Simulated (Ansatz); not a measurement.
Ideal-gas functions of C$_{2}$H$_{3}$FHfO$_{2}$ (`C#[C][Hf]([OH])([OH])[F]`) at 298.15 K and 1 bar, from an Ansatz frequency run at PBE0-D4/def2-TZVP.

Molar mass 256.53 g/mol, point group Cs (symmetry number 1), electronic degeneracy 1, moments of inertia 181.992, 322.707, 323.299 u Å². Harmonic wavenumbers (cm⁻¹, unscaled): 89, 93, 138, 155, 170, 174, 218, 233, 246, 248, 307, 424, 633, 700, 724, 736, 739, 2093, 3452, 4021, 4024.

Use S(trans) = R[1.5 ln M + 2.5 ln T − 1.1517]; rotational temperatures θ = 24.2544 K / I; S(rot) = R[ln(√π/σ · √(T³/θAθBθC)) + 1.5]; for each mode x = 1.438777 ν̃/T, S = R[x/(eˣ − 1) − ln(1 − e⁻ˣ)] and H = RT x/(eˣ − 1); 1 cm⁻¹ = 0.0119627 kJ/mol; R = 8.31446 J/(mol·K).

Q: By hand: the entropy, in J/(mol·K).

A: Translation 178.0. Rotation: θ = 0.1333, 0.0752, 0.075 K, giving 118.2. Vibration, mode by mode: 15.41, 15.05, 11.85, 10.92, 10.19, 10.01, 8.27, 7.76, 7.36, 7.30, 5.77, 3.68, 1.66, 1.28, 1.17, 1.11, 1.10, 0.00, 0.00, 0.00, 0.00, in all 119.9. Electronic 0.0. Sum 416.1 J/(mol·K).

Q: By hand: H − E and G − E in kJ/mol, counted from the electronic energy.

A: Zero-point energy ½ × 19617 × 0.0119627 = 117.3; thermal vibration 19.2; translation, rotation and pV give 4 RT = 9.9. H − E = 146.4 kJ/mol, and G − E = 146.4 − 298.15 × 416.1/1000 = 22.3 kJ/mol.

Vibration gives 29 % of the entropy, 42.3 J/(mol·K) of it from the modes under 150 cm⁻¹: soft modes count most, and the harmonic formula is weakest for them. The sum counts one conformer and one mirror image; others add a mixing term.
